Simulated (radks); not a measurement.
Species: the holmium ion Ho3+. Configuration: [Xe] 4f9 6p1 (not the ground configuration).

All-electron calculation, scalar-relativistic Kohn-Sham, PBE, spin-unpolarised, spherical densities, finite nucleus; Fermi nuclear charge, rms radius 5.2022 fm. Program: a radial shooting solver on a logarithmic mesh with Libxc functionals.

Energy parts (eV):
| part | energy |
|---|---|
| total | -343210.14 |
| kinetic | 371121.89 |
| electron-nucleus | -838204.06 |
| Hartree | 131178.63 |
| exchange-correlation | -7306.60 |

Orbitals (lengths in bohr, moments of r in powers of bohr; r(max) is where P^2 peaks):
| orbital | occ. | eigenvalue (eV) | <1/r> | <r^4> | r(max) |
|---|---|---|---|---|---|
| 1s | 2 | -55532.48 | 76.04 | 9.255e-07 | 0.01312 |
| 2s | 2 | -9327.663 | 17.69 | 0.0001447 | 0.07462 |
| 2p | 6 | -8269.486 | 16.38 | 0.0001095 | 0.06061 |
| 3s | 2 | -2120.656 | 6.515 | 0.005497 | 0.2113 |
| 3p | 6 | -1797.210 | 6.097 | 0.005794 | 0.2077 |
| 3d | 10 | -1386.518 | 5.781 | 0.004565 | 0.1696 |
| 4s | 2 | -456.1873 | 2.756 | 0.1328 | 0.4834 |
| 4p | 6 | -349.4141 | 2.527 | 0.1743 | 0.5048 |
| 4d | 10 | -205.0527 | 2.237 | 0.2671 | 0.5215 |
| 4f | 9 | -46.9396 | 1.718 | 1.201 | 0.5142 |
| 5s | 2 | -88.6427 | 1.083 | 4.140 | 1.112 |
| 5p | 6 | -61.9344 | 0.9274 | 7.522 | 1.251 |
| 6p | 1 | -20.3847 | 0.3730 | 235.2 | 3.176 |

The highest occupied level is 6p at -20.385 eV. Summed over all electrons, <r^2> = 43.86 bohr^2, which gives a Langevin (diamagnetic) susceptibility term of -34.7 x 10^-6 cm^3/mol. The density falls to 0.001 e/bohr^3 at r = 4.30 bohr. The electron density at the nucleus is 8.474e+05 e/bohr^3 (large components only).
